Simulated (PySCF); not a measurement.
# What a mistake does to a calculation on BClH3OSi

These are calculations, not measurements. They come from PySCF 2.14.0, an open-source quantum chemistry program, on an isolated molecule that a program drew, which may never have been made. The molecule is BClH3OSi (charge 0, doublet), drawn as the SMILES string `[SiH2]OBCl`.

Each row is a Hartree-Fock (HF) and frozen-core CCSD(T) single point in the cc-pV(D+d)Z basis, meant for a local HF minimum. Run 1 is clean. Each other run has one planted mistake out of seven kinds, and not every kind appears here: one electron removed, one electron added, multiplicity raised by two, geometry at a saddle point, minimal basis STO-3G, one bond length entered in bohr, all coordinates scaled. The reference is restricted for singlets and unrestricted otherwise, and also for a bond in bohr. Adding or removing an electron swaps singlet and doublet. Electrons count all cores. HOMO and LUMO are orbital energies over both spins, the gradient is its largest component, and the lowest frequency (negative if imaginary) is given only where the gradient is small. Bond lengths are over the 6 bonds as drawn. T1 is the CCSD diagnostic: over 0.02 (restricted) or 0.045 (unrestricted) a single reference is doubtful.

Geometry of the clean run:
```xyz
7
BClH3OSi, angstrom
Si    0.5994    3.2555   -1.4382
O     0.0392    2.0644   -0.3971
B    -0.0174    1.8506    0.9167
Cl    0.6676    3.0392    2.0633
H    -0.1607    4.5034   -1.2102
H     0.3787    2.7384   -2.8038
H    -0.5211    0.8717    1.3702
```

| run | electrons | basis functions | <S^2> | HOMO (eV) | LUMO (eV) | gradient (hartree/bohr) | lowest frequency (cm^-1) | mean bond (Å) | longest bond (Å) | T1 | HF (hartree) | CCSD(T) (hartree) | mistake |
|---|---|---|---|---|---|---|---|---|---|---|---|---|---|
| 1 | 47 | 89 | 0.753 | -9.48 | 1.27 | 1.5e-05 | 90 | 1.4908 | 1.788 | 0.0150 | -849.83015 | -850.36685 | no fault |
| 2 | 47 | 89 | 0.770 | -7.58 | 1.96 | 4.8e-05 | -1322 | 1.4799 | 1.773 | 0.0157 | -849.80095 | -850.34341 | geometry at a saddle point |
| 3 | 48 | 89 | 0.000 | -0.56 | 7.77 | 8.8e-02 | - | 1.4908 | 1.788 | 0.0193 | -849.81433 | -850.38553 | one electron added |
| 4 | 47 | 89 | 3.770 | -4.95 | -3.12 | 7.9e-02 | - | 1.4908 | 1.788 | 0.0842 | -849.57369 | -850.10957 | multiplicity raised by two |
| 5 | 47 | 89 | 0.753 | -8.97 | 1.79 | 1.2e-01 | - | 1.3432 | 1.611 | 0.0127 | -849.73809 | -850.26497 | ? |

**Which mistake was planted in run 5, and what did it cost?**

The mean and the longest bond both change by the same factor, 0.901, and the gradient is no longer small. So the mistake is: all coordinates scaled. Subtracting run 1 and multiplying by 627.51 kcal/mol a hartree, the energy moved by 57.8 kcal/mol in HF and 63.9 kcal/mol in CCSD(T).

Cautions from the logs. Run 4: T1 is over the limit, so its CCSD(T) energy is less reliable.
